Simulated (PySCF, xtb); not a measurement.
Al(OH)(OMe)(SiH3) (CH₇AlO₂Si), SMILES C[O][Al]([OH])[SiH3].

GFN2-xTB in xtb at its own geometry gives an orbital gap of 3.95 eV and a dipole moment of 0.99 D.

Geometry: B3LYP-D3(BJ)/def2-SVP. The values are those of a single conformer.

Question: What does PySCF with PBE0/def2-TZVP give? (The exact figures need the calculation; the answer reports its results.)

Answer: gap 7.32 eV (levels -8.06 and -0.75 eV), dipole 2.17 D.
